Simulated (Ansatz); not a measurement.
Ansatz (an electronic-structure program) input (HF/3-21G): The .json file is the Basis Set Exchange's 3-21G.

Ansatz 0.2 input:
```yaml
crystal:
  periodic: [false, false, false]
  atoms:
    - {symbol: C, position_ang: [2.22300433, -0.35247323, 0.10987957]}
    - {symbol: N, position_ang: [0.79211007, -0.42715801, -0.00299311]}
    - {symbol: B, position_ang: [-0.51940713, 0.02856503, -0.03319114]}
    - {symbol: C, position_ang: [-1.72927937, -0.98465618, -0.26140917]}
    - {symbol: C, position_ang: [-0.80950391, 1.59115076, 0.16442510]}
    - {symbol: H, position_ang: [2.58532151, -0.93509273, 0.94847036]}
    - {symbol: H, position_ang: [2.71025177, -0.69119731, -0.79665761]}
    - {symbol: H, position_ang: [2.49864024, 0.68613250, 0.27476516]}
    - {symbol: H, position_ang: [-2.29805488, -0.70082568, -1.14619596]}
    - {symbol: H, position_ang: [-1.41086379, -2.01496063, -0.38260762]}
    - {symbol: H, position_ang: [-2.42154004, -0.94189989, 0.57874561]}
    - {symbol: H, position_ang: [-1.33832333, 1.98545675, -0.70240766]}
    - {symbol: H, position_ang: [-1.46185687, 1.74428811, 1.02320960]}
    - {symbol: H, position_ang: [0.08336421, 2.19125170, 0.31221261]}
basis:
  gaussian:
    orbitals: 3-21G.json
hamiltonian:
  xc: {name: HF}
magnetization: {spin_polarized: true, initial_magnetization: 1}
phonons: {temperatures: {t_min: 298.15, t_max: 298.15, t_step: 100}}
```

Output:

```
Functional definition: HF
integrals: 0.02 GiB planned
888 factors; integrals over basis functions are off by at most 5.5e-4 eV
mean field: 0.20 GiB planned
mean field evaluation 1: about -5354.4950 eV, gradient 2.1e1 eV
mean field evaluation 2: about -5354.4860 eV, gradient 2.1e1 eV
mean field evaluation 4: about -5357.5166 eV, gradient 2.9e0 eV
mean field evaluation 8: about -5357.6454 eV, gradient 1.1e-1 eV
mean field evaluation 16: about -5357.1080 eV, gradient 1.5e0 eV
mean field evaluation 32: about -5356.1817 eV, gradient 2.4e0 eV
mean field -5357.64544357 eV, -196.8898385087 hartree, gradient 1.3e-5 eV, S^2 0.772133; 0 other end points of the search recorded, 0 dependent functions left out
the calculation of the forces begins
reference -5357.64544357 eV, -196.8898385087 hartree; 20, 19 occupied and 43, 44 virtual orbitals, 888 factors
these checks for a lower state are left out or cut short: stability, starts, cluster_reference, orbital_swaps, neighbouring_geometries, increment
integrals: 0.02 GiB planned
888 factors; integrals over basis functions are off by at most 5.6e-4 eV
mean field: 0.20 GiB planned
mean field -5357.64526156 eV, -196.8898318199 hartree, gradient 1.3e-6 eV, S^2 0.772106; 0 other end points of the search recorded, 0 dependent functions left out
the calculation of the forces begins
reference -5357.64526156 eV, -196.8898318199 hartree; 20, 19 occupied and 43, 44 virtual orbitals, 888 factors
these checks for a lower state are left out or cut short: stability, starts, cluster_reference, orbital_swaps, neighbouring_geometries, increment
integrals: 0.02 GiB planned
888 factors; integrals over basis functions are off by at most 5.5e-4 eV
mean field: 0.20 GiB planned
mean field -5357.64526468 eV, -196.8898319346 hartree, gradient 1.3e-6 eV, S^2 0.772161; 0 other end points of the search recorded, 0 dependent functions left out
the calculation of the forces begins
reference -5357.64526468 eV, -196.8898319346 hartree; 20, 19 occupied and 43, 44 virtual orbitals, 888 factors
these checks for a lower state are left out or cut short: stability, starts, cluster_reference, orbital_swaps, neighbouring_geometries, increment
integrals: 0.02 GiB planned
888 factors; integrals over basis functions are off by at most 5.5e-4 eV
mean field: 0.20 GiB planned
mean field -5357.64527499 eV, -196.8898323134 hartree, gradient 2.1e-6 eV, S^2 0.772160; 0 other end points of the search recorded, 0 dependent functions left out
the calculation of the forces begins
reference -5357.64527499 eV, -196.8898323134 hartree; 20, 19 occupied and 43, 44 virtual orbitals, 888 factors
these checks for a lower state are left out or cut short: stability, starts, cluster_reference, orbital_swaps, neighbouring_geometries, increment
integrals: 0.02 GiB planned
888 factors; integrals over basis functions are off by at most 5.5e-4 eV
mean field: 0.20 GiB planned
mean field evaluation 64: about -5357.6453 eV, gradient 3.7e-5 eV
mean field -5357.64527053 eV, -196.8898321496 hartree, gradient 2.4e-6 eV, S^2 0.772107; 0 other end points of the search recorded, 0 dependent functions left out
the calculation of the forces begins
reference -5357.64527053 eV, -196.8898321496 hartree; 20, 19 occupied and 43, 44 virtual orbitals, 888 factors
these checks for a lower state are left out or cut short: stability, starts, cluster_reference, orbital_swaps, neighbouring_geometries, increment
integrals: 0.02 GiB planned
888 factors; integrals over basis functions are off by at most 5.5e-4 eV
mean field: 0.20 GiB planned
mean field -5357.64540048 eV, -196.8898369252 hartree, gradient 1.3e-6 eV, S^2 0.772147; 0 other end points of the search recorded, 0 dependent functions left out
the calculation of the forces begins
reference -5357.64540048 eV, -196.8898369252 hartree; 20, 19 occupied and 43, 44 virtual orbitals, 888 factors
these checks for a lower state are left out or cut short: stability, starts, cluster_reference, orbital_swaps, neighbouring_geometries, increment
integrals: 0.02 GiB planned
888 factors; integrals over basis functions are off by at most 5.5e-4 eV
mean field: 0.20 GiB planned
mean field -5357.64539375 eV, -196.8898366777 hartree, gradient 1.3e-6 eV, S^2 0.772119; 0 other end points of the search recorded, 0 dependent functions left out
the calculation of the forces begins
reference -5357.64539375 eV, -196.8898366777 hartree; 20, 19 occupied and 43, 44 virtual orbitals, 888 factors
these checks for a lower state are left out or cut short: stability, starts, cluster_reference, orbital_swaps, neighbouring_geometries, increment
integrals: 0.02 GiB planned
888 factors; integrals over basis functions are off by at most 5.5e-4 eV
mean field: 0.20 GiB planned
[...]
mean field evaluation 320: about -5357.6454 eV, gradient 7.9e-6 eV
mean field -5357.64542326 eV, -196.8898377625 hartree, gradient 1.3e-6 eV, S^2 0.772131; 0 other end points of the search recorded, 0 dependent functions left out
the calculation of the forces begins
reference -5357.64542326 eV, -196.8898377625 hartree; 20, 19 occupied and 43, 44 virtual orbitals, 888 factors
these checks for a lower state are left out or cut short: stability, starts, cluster_reference, orbital_swaps, neighbouring_geometries, increment
integrals: 0.02 GiB planned
888 factors; integrals over basis functions are off by at most 5.5e-4 eV
mean field: 0.20 GiB planned
mean field -5357.64542122 eV, -196.8898376872 hartree, gradient 1.3e-6 eV, S^2 0.772135; 0 other end points of the search recorded, 0 dependent functions left out
the calculation of the forces begins
reference -5357.64542122 eV, -196.8898376872 hartree; 20, 19 occupied and 43, 44 virtual orbitals, 888 factors
these checks for a lower state are left out or cut short: stability, starts, cluster_reference, orbital_swaps, neighbouring_geometries, increment
integrals: 0.02 GiB planned
888 factors; integrals over basis functions are off by at most 5.5e-4 eV
mean field: 0.20 GiB planned
mean field -5357.64540656 eV, -196.8898371487 hartree, gradient 1.4e-6 eV, S^2 0.772135; 0 other end points of the search recorded, 0 dependent functions left out
the calculation of the forces begins
reference -5357.64540656 eV, -196.8898371487 hartree; 20, 19 occupied and 43, 44 virtual orbitals, 888 factors
these checks for a lower state are left out or cut short: stability, starts, cluster_reference, orbital_swaps, neighbouring_geometries, increment
integrals: 0.02 GiB planned
888 factors; integrals over basis functions are off by at most 5.5e-4 eV
mean field: 0.20 GiB planned
mean field -5357.64540371 eV, -196.8898370440 hartree, gradient 1.4e-6 eV, S^2 0.772131; 0 other end points of the search recorded, 0 dependent functions left out
the calculation of the forces begins
reference -5357.64540371 eV, -196.8898370440 hartree; 20, 19 occupied and 43, 44 virtual orbitals, 888 factors
these checks for a lower state are left out or cut short: stability, starts, cluster_reference, orbital_swaps, neighbouring_geometries, increment
integrals: 0.02 GiB planned
888 factors; integrals over basis functions are off by at most 5.5e-4 eV
mean field: 0.20 GiB planned
mean field -5357.64541536 eV, -196.8898374720 hartree, gradient 1.7e-6 eV, S^2 0.772133; 0 other end points of the search recorded, 0 dependent functions left out
the calculation of the forces begins
reference -5357.64541536 eV, -196.8898374720 hartree; 20, 19 occupied and 43, 44 virtual orbitals, 888 factors
these checks for a lower state are left out or cut short: stability, starts, cluster_reference, orbital_swaps, neighbouring_geometries, increment
integrals: 0.02 GiB planned
888 factors; integrals over basis functions are off by at most 5.5e-4 eV
mean field: 0.20 GiB planned
mean field evaluation 352: about -5357.6573 eV, gradient 6.8e-2 eV
mean field -5357.64541617 eV, -196.8898375018 hartree, gradient 1.9e-6 eV, S^2 0.772133; 0 other end points of the search recorded, 0 dependent functions left out
the calculation of the forces begins
reference -5357.64541617 eV, -196.8898375018 hartree; 20, 19 occupied and 43, 44 virtual orbitals, 888 factors
these checks for a lower state are left out or cut short: stability, starts, cluster_reference, orbital_swaps, neighbouring_geometries, increment
integrals: 0.02 GiB planned
888 factors; integrals over basis functions are off by at most 5.5e-4 eV
mean field: 0.20 GiB planned
mean field -5357.64536703 eV, -196.8898356960 hartree, gradient 1.5e-6 eV, S^2 0.772132; 0 other end points of the search recorded, 0 dependent functions left out
the calculation of the forces begins
reference -5357.64536703 eV, -196.8898356960 hartree; 20, 19 occupied and 43, 44 virtual orbitals, 888 factors
these checks for a lower state are left out or cut short: stability, starts, cluster_reference, orbital_swaps, neighbouring_geometries, increment
integrals: 0.02 GiB planned
888 factors; integrals over basis functions are off by at most 5.5e-4 eV
mean field: 0.20 GiB planned
mean field -5357.64536870 eV, -196.8898357572 hartree, gradient 1.4e-6 eV, S^2 0.772134; 0 other end points of the search recorded, 0 dependent functions left out
the calculation of the forces begins
reference -5357.64536870 eV, -196.8898357572 hartree; 20, 19 occupied and 43, 44 virtual orbitals, 888 factors
these checks for a lower state are left out or cut short: stability, starts, cluster_reference, orbital_swaps, neighbouring_geometries, increment
integrals: 0.02 GiB planned
888 factors; integrals over basis functions are off by at most 5.5e-4 eV
mean field: 0.20 GiB planned
mean field -5357.64539978 eV, -196.8898368993 hartree, gradient 1.3e-6 eV, S^2 0.772138; 0 other end points of the search recorded, 0 dependent functions left out
the calculation of the forces begins
reference -5357.64539978 eV, -196.8898368993 hartree; 20, 19 occupied and 43, 44 virtual orbitals, 888 factors
these checks for a lower state are left out or cut short: stability, starts, cluster_reference, orbital_swaps, neighbouring_geometries, increment
integrals: 0.02 GiB planned
888 factors; integrals over basis functions are off by at most 5.5e-4 eV
mean field: 0.20 GiB planned
mean field evaluation 384: about -5357.6454 eV, gradient 7.9e-6 eV
mean field -5357.64539511 eV, -196.8898367276 hartree, gradient 1.3e-6 eV, S^2 0.772128; 0 other end points of the search recorded, 0 dependent functions left out
the calculation of the forces begins
reference -5357.64539511 eV, -196.8898367276 hartree; 20, 19 occupied and 43, 44 virtual orbitals, 888 factors
these checks for a lower state are left out or cut short: stability, starts, cluster_reference, orbital_swaps, neighbouring_geometries, increment
integrals: 0.02 GiB planned
888 factors; integrals over basis functions are off by at most 5.5e-4 eV
mean field: 0.20 GiB planned
mean field -5357.64539211 eV, -196.8898366174 hartree, gradient 1.4e-6 eV, S^2 0.772134; 0 other end points of the search recorded, 0 dependent functions left out
the calculation of the forces begins
reference -5357.64539211 eV, -196.8898366174 hartree; 20, 19 occupied and 43, 44 virtual orbitals, 888 factors
these checks for a lower state are left out or cut short: stability, starts, cluster_reference, orbital_swaps, neighbouring_geometries, increment
integrals: 0.02 GiB planned
888 factors; integrals over basis functions are off by at most 5.5e-4 eV
mean field: 0.20 GiB planned
mean field -5357.64539564 eV, -196.8898367474 hartree, gradient 1.4e-6 eV, S^2 0.772132; 0 other end points of the search recorded, 0 dependent functions left out
the calculation of the forces begins
reference -5357.64539564 eV, -196.8898367474 hartree; 20, 19 occupied and 43, 44 virtual orbitals, 888 factors
Total energy: -5357.64544357 eV, -196.8898385087 hartree
Atom 0 at     2.223004    -0.352473     0.109880 Å, force     0.001387    -0.000396     0.000044 eV/Å
Atom 1 at     0.792110    -0.427158    -0.002993 Å, force    -0.000034     0.001299     0.000179 eV/Å
Atom 2 at    -0.519407     0.028565    -0.033191 Å, force    -0.002089    -0.002938    -0.000560 eV/Å
Atom 3 at    -1.729279    -0.984656    -0.261409 Å, force     0.000514     0.000927     0.000166 eV/Å
Atom 4 at    -0.809504     1.591151     0.164425 Å, force     0.001001     0.000292     0.000112 eV/Å
Atom 5 at     2.585322    -0.935093     0.948470 Å, force     0.000151    -0.000242    -0.000307 eV/Å
Atom 6 at     2.710252    -0.691197    -0.796658 Å, force     0.000111    -0.000320     0.000248 eV/Å
Atom 7 at     2.498640     0.686133     0.274765 Å, force    -0.000376     0.000414     0.000031 eV/Å
Atom 8 at    -2.298055    -0.700826    -1.146196 Å, force    -0.000662    -0.000189    -0.000150 eV/Å
Atom 9 at    -1.410864    -2.014961    -0.382608 Å, force     0.000594     0.000811     0.000156 eV/Å
Atom 10 at    -2.421540    -0.941900     0.578746 Å, force    -0.000672    -0.000210    -0.000001 eV/Å
Atom 11 at    -1.338323     1.985457    -0.702408 Å, force     0.000570    -0.000152    -0.000243 eV/Å
Atom 12 at    -1.461857     1.744288     1.023210 Å, force     0.000534    -0.000223     0.000269 eV/Å
Atom 13 at     0.083364     2.191252     0.312213 Å, force    -0.001030     0.000926     0.000056 eV/Å
Dipole moment:     0.370291     0.024320     0.029907 e Å
Vibrations: 70.56 75.85 95.40 111.31 127.24 295.63 421.21 430.42 651.07 863.57 897.61 913.06 1079.19 1142.56 1171.68 1221.47 1253.45 1501.43 1510.28 1542.33 1620.94 1631.02 1634.98 1649.89 1651.79 1661.60 1689.58 3159.85 3162.97 3166.57 3200.85 3207.59 3223.62 3232.89 3241.48 3243.20 cm⁻¹, zero-point energy 3.456317 eV
```

The blocks after the first are displaced geometries, from whose forces the wavenumbers follow.
